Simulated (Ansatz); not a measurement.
Reaction (ligand exchange at a B–C bond): `CBC(O)(F)F` + H₂S → `CBS` + `OC(F)F`

Program: Ansatz. Geometries: PBE0-D4/def2-TZVP. ΔE: electronic, gas phase. CBS: MP2 limit from def2 TZ/QZ plus the TZ coupled-cluster correction, frozen cores. This one scheme is used for every species. DFT in def2-TZVPP. Each species was taken in one conformer, which may not be the lowest.

`CBC(O)(F)F`:

Cartesian coordinates in Å:
```
C 0.602 -1.507 0.187
B -0.262 -0.357 -0.363
C -0.051 1.163 0.082
O -1.199 1.764 0.523
F 0.448 1.851 -1.005
F 0.848 1.337 1.070
H 0.139 -2.492 0.134
H 1.011 -1.320 1.182
H 1.472 -1.539 -0.492
H -1.119 -0.517 -1.186
H -1.889 1.617 -0.132
```

H₂S:

Cartesian coordinates in Å:
```
S 0.467 -0.052 -0.403
H 0.370 -0.186 0.928
H -0.837 0.237 -0.524
```

`CBS`:

```xyz
8

C     0.427   -0.665   -0.768
B    -0.103    0.470    0.159
S    -0.886    0.056    1.705
H     1.497   -0.519   -0.952
H    -0.049   -0.585   -1.752
H     0.276   -1.679   -0.392
H     0.000    1.624   -0.136
H    -1.163    1.297    2.137
```

`OC(F)F`:

```xyz
6

O    -0.149   -0.880   -0.624
C     0.247    0.099    0.211
F    -0.655    0.296    1.204
F     0.349    1.287   -0.432
H    -1.004   -0.640   -1.003
H     1.212   -0.163    0.644
```

| level | ΔE (eV) |
| --- | --- |
| ωB97X-V | -1.16 |
| ωB97M-V | -1.16 |

Q: What does CCSD(T)/CBS give? (Estimate.)

A: Ansatz gave: -1.19 eV. The listed levels differ from it by 0.03, 0.03 eV.

Largest T1 diagnostic among the species: 0.013.
